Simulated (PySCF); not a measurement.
# Simulated absorption spectrum

C₃H₄O₃S.
Z-matrix (Å and degrees, GFN2-xTB geometry), rows numbered from 1:
```
O 
S   1  1.4300
O   2  1.4215  1  120.43
O   2  1.6099  1  107.27  3  -125.44
C   2  1.7515  1  109.62  3   126.42
C   5  1.2991  2  151.26  1   -29.22
C   5  1.5038  2  144.09  1   159.97
H   4  0.9579  2  109.07  1    -7.68
H   6  1.0621  5  150.25  7   179.18
H   7  1.0823  5  119.37  6  -105.74
H   7  1.0830  5  118.94  6   106.36
```

Level of theory: PySCF 2.14.0, density-fitted response routines, TDDFT PBE0/def2-SVPD, vertical, gas phase, core orbitals frozen in the response.

Computed states:

```
state  E (eV)       f
   S1    5.92   0.021
   S2    5.98   0.112
   S3    6.72  0.0065
   S4    7.16  0.0023
   S5    7.23  0.0007
   S6    7.62  0.0031
```

Broadening: Gaussians 0.5 eV wide at half height, area fixed by f = 4.319×10⁻⁹ ∫ε dν̃. The width is an assumption, not a result. The curve ends short of the highest state used, and states not computed would add to its high-energy end.

(1) Give the broadened spectrum and its maxima.

(2) Coming from long wavelengths, where does ε first pass 100 L mol⁻¹ cm⁻¹?

(3) On this curve, what absorbance would a 10⁻⁴ mol/L sample give at 222 nm over a 1 cm path?

Results:

(1) 
```tsv
E (eV)	ε (L mol⁻¹ cm⁻¹)
5.17	6
5.23	18
5.29	45
5.36	120
5.42	257
5.48	508
5.55	1022
5.61	1708
5.68	2816
5.74	3971
5.80	5177
5.87	6387
5.93	7021
5.99	7135
6.06	6582
6.12	5641
6.19	4272
6.25	3103
6.31	2105
6.38	1255
6.44	800
6.51	520
6.57	422
6.63	392
6.70	386
6.76	377
6.82	356
6.89	320
6.95	286
7.02	253
```

Maxima: 208 nm (5.97 eV), ε about 7200, made up of S1 (15%) and S2 (85%) (ε in L mol⁻¹ cm⁻¹; maxima over ε = 5, shares over 10%).

(2) At about 232 nm (5.35 eV), 0.57 eV below S1.

(3) 222 nm is 5.585 eV, where ε is about 1400 L mol⁻¹ cm⁻¹, so A = ε c l ≈ 0.14 (Beer–Lambert, with the gas-phase spectrum and the assumed width).

One conformer stands for the species.
